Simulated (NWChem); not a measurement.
C₄H₅F; SMILES C#C[C@H](C)F

All runs: NWChem. Structure relaxed at the PBE-D3(BJ)/def2-SVP level. Level M06-L/def2-SVP: energy and gradient on several grids; changes count from the extra-fine grid, which is no exact limit either.

Question: Which is the coarsest grid (medium; xfine; fine; xcoarse; coarse) from which on the energy stays within 50 μHa and each gradient component within 100 μHa/bohr of xfine?

Answer: fine.
```
grid     size of the energy change (μHa)  largest change of a gradient component (μHa/bohr)  time, medium = 1 (rough)
-------  -------------------------------  -------------------------------------------------  ------------------------
xcoarse                            20000                                              10000                   about 1
coarse                               300                                               2000                   about 1
medium                                90                                                400                   about 1
fine                                < 10                                                 50                   about 1
xfine                               < 10                                               < 30                         3
```
